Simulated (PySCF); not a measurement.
Partial charges of `FC(F)=C(F)C[SiH2]Cl`

C₃H₄ClF₃Si.
Numbering: `[F:1][C:2]([F:3])=[C:4]([F:5])[CH2:6][SiH2:7][Cl:8]` (hydrogens: H9, H10 on C6; H11, H12 on Si7)

Structure used (GFN2-xTB), in Å, numbered top down from 1:
```xyz
12
C3H4ClF3Si angstrom
F     -2.210   -1.110   -0.730
C     -2.048   -0.124    0.152
F     -3.104   -0.028    0.951
C     -0.960    0.633    0.187
F     -0.890    1.605    1.121
C      0.234    0.495   -0.676
Si     1.746   -0.162    0.320
Cl     3.265   -0.317   -0.982
H      0.477    1.476   -1.089
H     -0.002   -0.170   -1.505
H      1.413   -1.477    0.859
H      2.081    0.796    1.367
```

Density: PBE0/pcSseg-1 (PySCF); schemes: Mulliken, IAO, Hirshfeld and ESP-fitted. The structure is a single GFN2-xTB conformer in the gas phase; no vibrational or solvent corrections.

Atoms with like bonding are taken together and averaged. For which atoms does the sign change between the 4 schemes (beyond +0.03 e in one, beyond −0.03 e in another)?

For none.

At which atom do the 4 schemes differ most?

At Si7: from +0.352 (Hirshfeld) to +0.816 e (IAO), 0.464 e apart.

Do the Mulliken, IAO, Hirshfeld and ESP-fitted schemes agree on where the charge is lowest?

All schemes agree: Mulliken C6 (-0.501); IAO C6 (-0.565); Hirshfeld C6 (-0.169); ESP-fitted C6 (-0.364).

What partial charge does each atom carry?

In e; atoms taken as equivalent share a row and are averaged (×n: the atom named and its like, n in all):

| atom | environment | Mulliken | IAO | Hirshfeld | ESP-fitted |
| --- | --- | --- | --- | --- | --- |
| F1 | vinyl fluorine | -0.247 | -0.248 | -0.067 | -0.127 |
| C2 | =CF2 carbon | +0.543 | +0.489 | +0.138 | +0.278 |
| F3 | vinyl fluorine | -0.239 | -0.233 | -0.070 | -0.127 |
| C4 | vinylic C–F carbon | +0.072 | +0.193 | +0.042 | +0.055 |
| F5 | vinyl fluorine | -0.270 | -0.267 | -0.081 | -0.135 |
| C6 | sp3 carbon bound to silicon | -0.501 | -0.565 | -0.169 | -0.364 |
| Si7 | chlorine-bound silicon | +0.710 | +0.816 | +0.352 | +0.404 |
| Cl8 | silicon-bound chlorine | -0.309 | -0.304 | -0.113 | -0.189 |
| H9/H10 | methylene hydrogen | +0.175 | +0.177 | +0.051 | +0.151 |
| H11/H12 | Si–H hydrogen | -0.055 | -0.118 | -0.069 | -0.048 |

Mean size of the charges over all atoms: IAO 0.309 e, Mulliken 0.279 e, ESP-fitted 0.173 e, Hirshfeld 0.106 e. Each set sums to the total charge, 0, to within 0.001 e. The Hirshfeld scheme divides the density at each point in proportion to the densities of the neutral, spherically averaged free atoms. The Mulliken scheme gives each basis function's population to the atom it is centred on and halves the overlap population of two atoms between them.

How many electrons does the Hirshfeld scheme count on F5?

Z − q = 9 − (-0.081) ≈ 9.080.

How closely do the schemes follow one another over all atoms?

Correlation coefficient and root-mean-square difference: Mulliken with IAO 0.99, 0.058 e; Mulliken with ESP-fitted 0.99, 0.143 e; IAO with ESP-fitted 0.99, 0.169 e; IAO with Hirshfeld 0.98, 0.239 e; Mulliken with Hirshfeld 0.96, 0.218 e; Hirshfeld with ESP-fitted 0.95, 0.090 e.

Sum the charges by element, for elements with more than one atom.

```tsv
element	atoms	Mulliken	IAO	Hirshfeld	ESP-fitted
F	3	-0.756	-0.748	-0.217	-0.389
C	3	+0.114	+0.117	+0.011	-0.031
H	4	+0.241	+0.120	-0.035	+0.204
```
